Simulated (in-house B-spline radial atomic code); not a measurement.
Radial electron density of Ga7+, [Ar] 3d6. Computed with a B-spline radial code for spherical atoms: scalar-relativistic (X2C) PBE, spin-polarised, spherical fractional occupations, Fermi nucleus of rms radius 3.9973 fm.

One-electron X2C: radii and densities carry no picture-change correction, so inner-shell <1/r> comes out high (for 1s by about 2 % at Z = 33, 5 % at 54, 10 % at 75, 30 % at 118) and <r> low.

Columns: r (bohr), 4πr²n(r) (electrons per bohr), bar.

```
 0.00183    1.092 #
 0.00218    1.477 #
  0.0026    1.995 ##
 0.00309    2.666 ###
 0.00368    3.558 ####
 0.00438    4.712 #####
 0.00521    6.189 ######
  0.0062    8.061 ########
 0.00738    10.39 ##########
 0.00878    13.21 #############
  0.0104    16.45 #################
  0.0124    20.28 ####################
  0.0148    24.47 #########################
  0.0176    28.66 #############################
   0.021    32.64 #################################
  0.0249    35.74 ####################################
  0.0297    37.69 ######################################
  0.0353    38.02 ######################################
   0.042    36.74 #####################################
    0.05    34.32 ###################################
  0.0595    31.81 ################################
  0.0708    30.57 ###############################
  0.0843    31.71 ################################
     0.1     35.3 ####################################
   0.119    40.13 ########################################
   0.142    43.64 ############################################
   0.169    43.14 ###########################################
   0.201     37.9 ######################################
    0.24    29.65 ##############################
   0.285     22.7 #######################
   0.339    19.93 ####################
   0.404    21.51 ######################
    0.48    24.18 ########################
   0.572    24.23 ########################
   0.681    20.22 ####################
    0.81    13.79 ##############
   0.964    7.579 ########
    1.15    3.282 ###
    1.37    1.121 #
    1.62   0.3119 
    1.93  0.06063 
     2.3 0.008138
```

On this grid the curve has 3 maxima, near 0.0353, 0.142, 0.572 bohr.

The 3d down radial function P(r) = rR(r), positive near the nucleus:

```csv
r (bohr),P
0.0148,0.001282
0.021,0.00339
0.0297,0.008693
0.042,0.02162
0.0595,0.05175
0.0843,0.1169
0.119,0.2424
0.169,0.4593
0.24,0.7617
0.339,1.066
0.48,1.229
0.681,1.113
0.964,0.7539
1.37,0.3484
1.93,0.09723
```
